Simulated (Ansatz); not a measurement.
The cluster Zn₂SF₂. Charge 0, multiplicity 1. Geometry PBE0-D4/def2-SVP.

```xyz
5

Zn    0.411    1.483    0.432
Zn   -0.116   -1.488   -0.570
S     1.460   -0.028   -0.684
F    -0.395    2.738    1.329
F    -1.360   -2.704   -0.507
```

The 6-31G sets use Cartesian d functions. LC-ωPBE has ω = 0.4 bohr⁻¹. B3LYP takes the VWN-RPA correlation. The structure comes from a short search, and lower isomers may exist.

Estimate the orbital energies around the gap (eV) in Ansatz with HF/6-31G, r2SCAN-D4/def2-TZVP, B97M-V/def2-TZVP, B3LYP-D4/6-31G, LC-ωPBE/def2-TZVP.


| orbital | HF/6-31G | r2SCAN-D4/def2-TZVP | B97M-V/def2-TZVP | B3LYP-D4/6-31G | LC-ωPBE/def2-TZVP |
| --- | --- | --- | --- | --- | --- |
| HOMO−13 | -23.16 | -13.34 | -13.51 | -14.05 | -18.41 |
| HOMO−12 | -23.16 | -13.29 | -13.45 | -13.86 | -18.39 |
| HOMO−11 | -23.15 | -13.29 | -13.45 | -13.85 | -18.35 |
| HOMO−10 | -23.03 | -13.26 | -13.42 | -13.85 | -18.35 |
| HOMO−9 | -22.35 | -13.25 | -13.41 | -13.85 | -18.34 |
| HOMO−8 | -15.69 | -10.07 | -10.14 | -10.72 | -14.48 |
| HOMO−7 | -15.66 | -9.98 | -10.06 | -10.65 | -14.40 |
| HOMO−6 | -15.45 | -9.39 | -9.39 | -10.04 | -13.62 |
| HOMO−5 | -15.43 | -9.24 | -9.30 | -9.93 | -13.59 |
| HOMO−4 | -15.42 | -9.14 | -9.23 | -9.88 | -13.59 |
| HOMO−3 | -15.41 | -9.06 | -9.16 | -9.80 | -13.52 |
| HOMO−2 | -12.72 | -8.91 | -8.96 | -9.59 | -12.67 |
| HOMO−1 | -11.84 | -8.58 | -8.59 | -8.98 | -12.10 |
| HOMO | -10.84 | -7.24 | -7.26 | -7.81 | -10.79 |
| LUMO | 0.37 | -2.70 | -2.87 | -2.43 | 0.09 |
| LUMO+1 | 1.35 | -1.81 | -1.95 | -1.31 | 0.63 |
| LUMO+2 | 1.71 | -1.68 | -1.82 | -1.13 | 1.29 |
| LUMO+3 | 2.14 | -0.80 | -1.06 | -0.58 | 1.38 |
| LUMO+4 | 2.33 | -0.64 | -0.83 | -0.20 | 1.71 |
| LUMO+5 | 3.26 | 0.42 | 0.11 | 0.65 | 2.49 |
